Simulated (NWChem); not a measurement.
Species: silylarsine (SiAsH$_{5}$); SMILES [AsH2][SiH3]

```xyz
7

Si    -0.0200     1.5741     0.0000
As    -0.0441    -0.8183     0.0000
H     -0.7449     2.0537    -1.2073
H     -0.7449     2.0537     1.2073
H      1.3474     2.1600     0.0000
H      1.0205    -0.9002    -1.1016
H      1.0205    -0.9002     1.1016
```
Atoms are numbered in this order, from 1.

Results from NWChem. Pople sets run with spherical d functions. All runs use the structure optimised with B3LYP/6-31G* (spherical d). GIAO values for the isolated, static molecule; σ is the absolute isotropic shielding.

```tsv
level	basis functions	σ Si1 (ppm)	σ As2 (ppm)	σ H3 (rotor mean) (ppm)	σ H6 (ppm)
B3LYP/6-31G*	60	460.2	2017.9	28.12	29.94
B3LYP/6-311G**	100	416.7	1892.7	27.67	29.51
B3LYP/def2-SVP	75	476.5	1991.5	27.55	29.43
B3LYP/def2-TZVP	115	394.9	1912.3	27.47	29.46
B3LYP/pcSseg-2	176	[?]	1888.5	27.41	29.30
```

Problem. What belongs in the gaps?

Solution. 
- B3LYP/pcSseg-2, σ Si1 (ppm): 404.0
